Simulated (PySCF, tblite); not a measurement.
Compound: C4H10OSi2.
Numbering: `[OH:1][SiH2:2][Si@H:3]1[CH:4]=[CH:5][CH2:6][CH2:7]1` (hydrogens: H8 on O1; H9, H10 on Si2; H11 on Si3; H12 on C4; H13 on C5; H14, H15 on C6; H16, H17 on C7)

Cartesian coordinates in Å at the GFN2-xTB level; atoms count from 1:
```xyz
17
C4H10OSi2 angstrom
O      3.662    0.198    0.527
Si     2.374    0.776   -0.288
Si     0.477   -0.373    0.333
C     -0.814    0.561    1.333
C     -2.024    0.418    0.807
C     -2.177   -0.435   -0.412
C     -0.807   -0.667   -1.055
H      3.936   -0.713    0.481
H      2.658    0.687   -1.730
H      2.446    2.177    0.116
H      0.748   -1.666    1.016
H     -0.651    1.147    2.224
H     -2.920    0.862    1.224
H     -2.612   -1.391   -0.101
H     -2.883    0.019   -1.114
H     -0.659    0.062   -1.854
H     -0.761   -1.650   -1.519
```

The calculation used CAM-B3LYP/def2-SVPD in PySCF (dipole) on a GFN2-xTB geometry, gas phase.

Take the most abundant isotopes and a rigid rotor. The values belong to one conformer with, in the numbering `[OH:1][SiH2:2][Si@H:3]1[CH:4]=[CH:5][CH2:6][CH2:7]1`, H–O1–Si2–Si3 59°, O1–Si2–Si3–C4 111°, Si2–Si3–C4–C5 130°, C4–C5–C6–C7 -16°, C5–C6–C7–Si3 22°, Si2–Si3–C7–C6 -139°.

Q: Give the principal moments of inertia and the rotational constants in GHz.

A: Ia = 111.97, Ib = 560.21, Ic = 605.43 u·Å²; 505379 MHz·u·Å²/I gives 4514, 902.1 and 834.7 MHz, that is A = 4.5136, B = 0.9021, C = 0.8347 GHz.

Q: Classify the top.

A: A near-prolate asymmetric top: κ = (2 × 902.1 − 4514 − 834.7)/(4514 − 834.7) = -0.96.

Q: What does the inertial defect say?

A: Not planar: Δ = Ic − Ia − Ib = -66.76 u·Å². For a rigid frame Δ = −2 Σ m c², so Σ m c² = 33.38 u·Å² lies off the ab plane: 12.85 from hydrogen and 20.53 from heavier atoms. The atom farthest from that plane is 1.99 Å away.

Q: Which types of transition are allowed, and where do some lines up to J = 2 fall?

A: The dipole components are |μa| = 1.17 D, |μb| = 1.12 D, |μc| = 0.61 D. Intensities carry the squares of the components, which stand as 1.00 : 0.93 : 0.27 (a : b : c). Some lines, for components of 0.1 D or more:

```tsv
type	branch	J(Ka,Kc)	MHz	lower level (cm⁻¹)
a	R	1(0,1) ← 0(0,0)	1737	0.000
a	R	2(1,2) ← 1(1,1)	3406	0.178
a	R	2(0,2) ← 1(0,1)	3473	0.058
a	R	2(1,1) ← 1(1,0)	3541	0.181
c	Q	2(1,2) ← 2(0,2)	3545	0.174
c	Q	1(1,1) ← 1(0,1)	3611	0.058
b	Q	1(1,0) ← 1(0,1)	3679	0.058
b	Q	2(1,1) ← 2(0,2)	3747	0.174
b	R	1(1,1) ← 0(0,0)	5348	0.000
c	R	1(1,0) ← 0(0,0)	5416	0.000
b	R	2(1,2) ← 1(0,1)	7018	0.058
c	R	2(1,1) ← 1(0,1)	7220	0.058
c	Q	2(2,1) ← 2(1,1)	10834	0.299
b	Q	2(2,0) ← 2(1,1)	10835	0.299
b	Q	2(2,1) ← 2(1,2)	11036	0.292
b	R	2(2,1) ← 1(1,0)	14375	0.181
c	R	2(2,0) ← 1(1,0)	14376	0.181
c	R	2(2,1) ← 1(1,1)	14443	0.178
b	R	2(2,0) ← 1(1,1)	14444	0.178
```

Q: Estimate the classical rotational partition function at 50 K, 100 K and 200 K.

A: Point group C1, symmetry number σ = 1; q = (√π/σ)·√((kT/h)³/(ABC)), k/h = 20836.6 MHz/K: 32300 at 50 K, 91400 at 100 K, 259000 at 200 K.

Its GFN2-xTB frequencies are all real (lowest 22 cm⁻¹). Zero-point vibration and centrifugal distortion are left out.
